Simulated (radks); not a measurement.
Values are calculated unless marked as measured or tabulated.
Effect of the nuclear size on neutral iron, [Ar] 3d6 4s2. Code: a radial shooting solver on a logarithmic mesh with Libxc functionals. Model: Dirac Kohn-Sham, PBE, spin-unpolarised, spherical densities, finite nucleus; open shells fill j = l - 1/2 first; Fermi nuclear charge, rms radius 3.7377 fm. The rms radius is varied about that value; shifts are against it.

rms radius (fm)  total energy shift (eV)  density at nucleus (e/bohr^3)  1s1/2 shift (meV)  2s1/2 shift (meV)  2p1/2 shift (meV)  3s1/2 shift (meV)
3.1135                           -0.0340                      1.522e+04              -14.4              -1.30              0.138             -0.181
3.5546                           -0.0106                      1.513e+04              -4.49             -0.404              0.043             -0.056
3.7377                                 0                       1.51e+04              0.000              0.000              0.000              0.000
3.876                            0.00833                      1.508e+04               3.53              0.318             -0.034              0.044
4.3395                            0.0384                      1.501e+04               16.3               1.46             -0.156              0.204

Slopes of the eigenvalues against <r^2> in GHz/fm^2, as finite differences over the two radii next to the reference (eigenvalue slopes, not the field-shift constants of lines): 1s1/2 812, 2s1/2 73.1, 2p1/2 -7.80, 3s1/2 10.2.
